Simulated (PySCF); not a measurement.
How well do the runs reproduce experiment for germyl fluoride?

**Experimental background.**

From NIST CCCBDB Release 22 (SRD 101), experimental dipoles, for the gas: dipole moment (microwave Stark effect, vibrational ground state) 2.33 ± 0.06 D.

The runs below try to reproduce these values; the comparison stands at the end.

Compound: germyl fluoride, FGeH3.
Numbering: `[F:1][GeH3:2]` (hydrogens: H3, H4, H5 on Ge2)

Geometry (PBE0-D3(BJ)/def2-SVP, Å), atoms numbered from 1 in this order:
```xyz
5
FGeH3 angstrom
F      1.9245    0.2564    0.0624
Ge     0.2270    0.4274   -0.2974
H     -0.5344   -0.0104    0.9621
H     -0.0039    1.9087   -0.6292
H     -0.0650   -0.4863   -1.4967
```

The PySCF runs (gas phase, on this PBE0-D3(BJ)/def2-SVP geometry; no spin–orbit coupling):

```
                             level                                                           job  basis functions  wall time
PBE0-D3(BJ)/def2-SVP, grid level 1  geometry optimisation from a GFN2-xTB start shaken at random               61      4.3 s
```

Hardware: one thread, Arm Neoverse V1 (aarch64), shared host.

## Comparison

**Dipole moment.** Measured: 2.33 D (NIST CCCBDB Release 22 (SRD 101), experimental dipoles).

```json
{"level": "PBE0-D3(BJ)/def2-SVP", "computed (D)": "2.11", "computed − measured (D)": "-0.22", "% (from the printed values)": "-9"}
```

The computed dipoles belong to one fixed geometry; measured ones are averaged over vibrations unless marked μe. Magnitudes are compared, not signs.

No measured geometry was used, and the causes of the misses weren't examined.
